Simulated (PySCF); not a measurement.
NMR data simulated for an unnamed compound:

¹H NMR (400 MHz, computed): δ 8.08 (s, 1H), 5.45 (s, 2H), 3.68 (s, 6H), 0.22 (s, 3H).

¹³C{¹H} NMR (computed): δ 165.1 (CH), -7.7 (CH3).

Method: PBE0/pcSseg-1 with gauge-including orbitals, GFN2-xTB structure, in PySCF 2.14.0 with density-fitted response routines (single conformer, non-relativistic, no solvent, one averaged value for each set of equivalent atoms).

Referencing at the same level of theory: TMS for ¹H (σref 31.72), ¹³C (σref 186.93).

Which of these does the molecule contain: a Si–H bond, a CF3 group, a C≡C triple bond, a Si–CH3 group, an N-methyl group?

## Answers


- A Si–H bond: yes (δH 3.68 (s)).
- A CF3 group: no.
- A C≡C triple bond: no.
- A Si–CH3 group: yes (δC -7.7; δH 0.22 (s)).
- An N-methyl group: no.

The data belong to SMILES C[Si]([SiH3])([SiH3])[SiH2]OC=O, C2H12O2Si4; they needn't prove each group on their own.

Carbon signals by region: 1 in the far downfield region (above 160 ppm), 1 below 50 ppm. Above 160 ppm: 165.1, carbonyl carbon.

Shifts are as computed. Against solution values, carbons near 30 ppm lie about +3 ppm off and those near 130 ppm about +5 ppm. Of 1211 compounds with measured shifts, 218 miss one by over three times the rms of a fit or turn the order of signals round; such compounds aren't used in these exercises. No couplings were computed; multiplicities are counted from neighbouring protons, with m where these are inequivalent, close in shift, in a saturated or five-membered ring or joined by F or P, and br s for small geminal =CH2 splittings.
